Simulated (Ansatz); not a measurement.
Input for Ansatz (a program for electronic structure): R-CAM-B3LYP/def2-TZVPPD on dimethyl selenide (SMILES C[Se]C). Files ending in .json are basis or fitting sets from the Basis Set Exchange.

Ansatz 0.2 input:
```yaml
crystal:
  periodic: [false, false, false]
  atoms:
    - {symbol: C, position_ang: [-0.79871167, 0.06319504, -1.83228020]}
    - {symbol: Se, position_ang: [-0.60524658, 0.35728083, 0.09725114]}
    - {symbol: C, position_ang: [1.31832782, 0.72986739, 0.10269614]}
    - {symbol: H, position_ang: [-0.17823772, -0.77308409, -2.14771730]}
    - {symbol: H, position_ang: [-1.84516937, -0.16982911, -2.01792372]}
    - {symbol: H, position_ang: [-0.52507466, 0.96420178, -2.37730074]}
    - {symbol: H, position_ang: [1.85964807, -0.11303527, -0.32245243]}
    - {symbol: H, position_ang: [1.58658715, 0.85643504, 1.14919283]}
    - {symbol: H, position_ang: [1.52512881, 1.63788108, -0.45972760]}
basis:
  gaussian:
    orbitals: def2-TZVPPD.json
hamiltonian:
  xc: {name: CAM-B3LYP}
scf: {lower_state_search: off}
```

It printed:

```
Functional definition: CAM-B3LYP
[...]
these checks for a lower state are left out or cut short: stability, starts, cluster_reference, orbital_swaps, neighbouring_geometries, increment
integrals: 0.18 GiB planned
1146 factors; their error is unknown
integrals: 0.22 GiB planned
358 factors; integrals over basis functions are off by at most 3.0e-5 eV
mean field: 1.59 GiB planned
mean field evaluation 1: about -67519.0528 eV, gradient 5.0e1 eV
mean field evaluation 2: about -67518.9089 eV, gradient 4.8e1 eV
mean field evaluation 4: about -67524.2641 eV, gradient 1.3e0 eV
mean field evaluation 8: about -67524.4605 eV, gradient 5.7e-1 eV
mean field evaluation 16: about -67524.4608 eV, gradient 9.1e-6 eV
mean field -67524.46082878 eV, -2481.4781657343 hartree, gradient 9.1e-6 eV, S^2 0.000000; 0 other end points of the search recorded, 0 dependent functions left out
reference -67524.46096019 eV, -2481.4781705634 hartree; 26, 26 occupied and 207, 207 virtual orbitals, 1146 factors
Total energy: -67524.46096019 eV, -2481.4781705634 hartree
Checks for a lower state left out: stability, starts, cluster_reference, orbital_swaps, neighbouring_geometries, increment
```

Self-consistency was reached.

Cost: roughly 4 core-seconds.
